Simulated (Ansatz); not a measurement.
C₂H₁₂BGaOSi₂ (`C[C@@H]([SiH3])B[Si@@H](O)[GaH2]`). The species carries charge 0 and has multiplicity 1. Geometry: relaxed with PBE0-D4/def2-TZVP. It is one conformer, not always the lowest.

```xyz
19

C    -0.191   -0.619   -1.997
C     0.126    0.714   -1.320
Si   -1.374    1.417   -0.401
B     1.150    0.756   -0.163
Si    1.466   -0.804    1.023
O     2.645   -0.478    2.150
Ga   -0.817   -0.934    1.866
H    -1.002   -0.534   -2.724
H     0.689   -1.002   -2.519
H    -0.488   -1.377   -1.267
H     0.320    1.512   -2.050
H    -1.288    2.885   -0.222
H    -1.479    0.863    1.008
H    -2.639    1.033   -1.076
H     1.542    1.834    0.199
H     1.772   -2.081    0.307
H     2.696   -1.065    2.905
H    -1.257   -0.376    3.270
H    -1.871   -1.743    1.013
```

Question: What is the dipole moment at PBE/def2-TZVPP? (An estimate is asked.)

Answer: The calculation gave: 1.30 D, with components (-0.40, 0.00, -1.24) D in this frame, pointing from negative to positive charge.

Question: And with r2SCAN, B3LYP, ωB97M-V? (An estimate is asked.)

Answer: The calculation gave: r2SCAN 1.36 D, B3LYP 1.37 D, ωB97M-V 1.40 D.

Question: Give the Mulliken charges with PBE, B3LYP, r2SCAN in def2-TZVPP. (Estimate.)

Answer: Computed: 
| atom | PBE | B3LYP | r2SCAN |
| --- | --- | --- | --- |
| C1 | -0.24 | -0.25 | -0.15 |
| C2 | -0.04 | -0.06 | -0.04 |
| Si3 | 0.19 | 0.26 | 0.28 |
| B4 | -0.08 | -0.07 | -0.08 |
| Si5 | 0.22 | 0.28 | 0.29 |
| O6 | -0.35 | -0.40 | -0.41 |
| Ga7 | -0.02 | 0.02 | 0.06 |
| H8 | 0.09 | 0.09 | 0.06 |
| H9 | 0.09 | 0.10 | 0.06 |
| H10 | 0.09 | 0.09 | 0.06 |
| H11 | 0.09 | 0.09 | 0.06 |
| H12 | -0.03 | -0.04 | -0.05 |
| H13 | -0.04 | -0.08 | -0.09 |
| H14 | -0.04 | -0.05 | -0.05 |
| H15 | 0.04 | 0.05 | 0.03 |
| H16 | -0.09 | -0.10 | -0.10 |
| H17 | 0.18 | 0.18 | 0.19 |
| H18 | -0.03 | -0.05 | -0.06 |
| H19 | -0.05 | -0.07 | -0.07 |

B3LYP here is the variant with VWN-RPA as its local correlation; programs differ in this.
